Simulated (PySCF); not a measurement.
These 2 structures share the formula C6H8FN. Computed with PBE0-D3(BJ)/def2-SVP geometry optimisation, gas phase (PySCF). Energies are electronic, without zero-point or thermal terms, for one conformer each. No frequencies were run at this level. Point groups hold within 0.08 Å.

Question: Rank from lowest to highest electronic energy at this level (kcal/mol).
A. `[NH2:1][CH2:2][C:3]#[C:4][C@@H:5]1[CH2:6][C@@H:7]1[F:8]` with H–N1–C2–C3 -58° and 57°
B. `[H]/[N:1]=[CH:2]/[C@@H:3]1[C@@H:4]([F:5])[C:6]12[CH2:7][CH2:8]2` with N1–C2–C3–C4 -147°

Answer: B (0.0), A (12.7).

As drawn, the lower has a C=N bond and a quaternary carbon, which the higher lacks; the higher has a C≡C bond, which the lower lacks.

| SMILES | E (Eh) | E rel (kcal/mol) | dipole (D) | point group | A, B, C (MHz) |
| --- | --- | --- | --- | --- | --- |
| [H]/N=C/[C@@H]1[C@@H](F)C12CC2 | -387.24629 | 0.0 | 2.81 | C1 | 2777, 1610, 1152 |
| NCC#C[C@@H]1C[C@@H]1F | -387.22603 | 12.7 | 2.23 | C1 | 4249, 970.8, 850.5 |
